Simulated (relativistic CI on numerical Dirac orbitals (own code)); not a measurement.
Au⁴⁺ (5d7) in a crystal field

Calculated by Dirac-Coulomb-Breit CI, orbitals from a KLI potential per configuration, model QED, valence Slater integrals scaled by 0.9, one configuration in a parametric crystal field (own radial code). With so little scaling, terms lie 10 to 35 % too far apart, which can change the order of excited levels.

Field parameters in Wybourne normalisation: Td as Oh with Dq negative (B⁴₀ = 21Dq, B⁴₄ = √(5/14) B⁴₀). The field is a parameter set, without covalency.

S is read from ⟨S²⟩ = S(S + 1).

Site symmetry Td; labels are those of the double group. Computed levels in cm⁻¹ above the lowest, in rising order:

| Δ (size of 10Dq) | Lowest | No. 2 | No. 3 | No. 4 | No. 5 | No. 6 | No. 7 | No. 8 |
| --- | --- | --- | --- | --- | --- | --- | --- | --- |
| 3800 | Γ8 | 1936 Γ8 | 2702 Γ6 | 11654 Γ8 | 12714 Γ6 | 12894 Γ7 | 14415 Γ7 | 14428 Γ8 |
| 6800 | Γ8 | 3680 Γ8 | 5048 Γ6 | 12272 Γ8 | 14510 Γ7 | 14608 Γ6 | 15997 Γ7 | 16421 Γ8 |
| 9800 | Γ8 | 5501 Γ8 | 7390 Γ6 | 13281 Γ8 | 16336 Γ7 | 16917 Γ6 | 17771 Γ7 | 18148 Γ8 |
| 12850 | Γ8 | 7314 Γ8 | 9615 Γ6 | 14484 Γ8 | 18197 Γ7 | 19402 Γ6 | 19805 Γ7 | 19808 Γ8 |
| 15850 | Γ8 | 8960 Γ8 | 11540 Γ6 | 15623 Γ8 | 19832 Γ7 | 21422 Γ8 | 21712 Γ6 | 22079 Γ7 |
| 18900 | Γ8 | 10418 Γ8 | 13162 Γ6 | 16590 Γ8 | 21249 Γ7 | 23103 Γ8 | 23893 Γ6 | 24609 Γ7 |

Ground-state S against |10Dq| in cm⁻¹: 3800: 1.40, 6800: 1.41, 9800: 1.42, 12850: 1.43, 15850: 1.44, 18900: 1.44.

No abrupt spin change occurs in this range.
